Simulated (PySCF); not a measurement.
**Ge (germanium, neutral): UHF calculation**

Configuration: [Ar] 3d10 4s2 4p2, high-spin 3P determinant. Calculation: PySCF 2.14, in cc-pVDZ-PP with ECP10MDF (4s3p2d, 23 functions); scalar relativity through the core potential.

* Total energy: -293.341081 hartree
* One-electron energy: -522.7197 hartree
* Hartree (Coulomb) energy: 253.0846 hartree
* Exchange energy: -23.7060 hartree
* ⟨S²⟩: 2.0088
* ⟨L²⟩: 2.024
* Sum of ⟨r⟩: 22.46 bohr
* Sum of ⟨r²⟩: 40.36 bohr²
* Traceless quadrupole moment −½Σ⟨3z² − r²⟩ along its main axis: 3.78 e·bohr²
* Time after the integrals: 0.08 s of wall time on 1 thread of Neoverse-V1 (shared host)

| shell | electrons | mean orbital energy (eV) | spread (eV) | rms radius, mean of both spins (bohr) |
| --- | --- | --- | --- | --- |
| 3s α | 1 | -200.00 | 0 | 0.670 |
| 3s β | 1 | -199.80 | 0 | 0.670 |
| 3p α | 3 | -143.27 | 0.041 | 0.702 |
| 3p β | 3 | -143.03 | 0.406 | 0.702 |
| 3d α | 5 | -43.614 | 0.250 | 0.810 |
| 3d β | 5 | -43.447 | 0.428 | 0.810 |
| 4s α | 1 | -17.448 | 0 | 2.35 |
| 4s β | 1 | -13.382 | 0 | 2.35 |
| 4p α | 2 | -7.845 | 0 | 3.07 |

Energies and moments cover only the electrons outside the core potential.
